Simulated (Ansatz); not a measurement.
`Cl[CH2][ZnH]` at its PBE0-D4/def2-TZVP geometry, where that method's forces vanish. The species carries charge 0 and has multiplicity 1.

```xyz
6

Cl   -0.8831    1.6590    0.5736
C    -0.1679    0.0048    0.6721
Zn    0.4582   -0.3983   -1.1359
H     0.6174    0.0493    1.4260
H    -0.9550   -0.6536    1.0381
H     0.9305   -0.6611   -2.5739
```

(1) What forces (eV/Å) does r2SCAN-D4/def2-TZVPP give on these atoms in Ansatz? (Estimate.)

Results:

(1) Computed: 
```
Cl1 -0.088  0.221 -0.045
C2   0.144 -0.276 -0.083
Zn3  0.026  0.000 -0.104
H4  -0.012 -0.002  0.000
H5   0.008  0.007  0.005
H6  -0.079  0.051  0.227
```
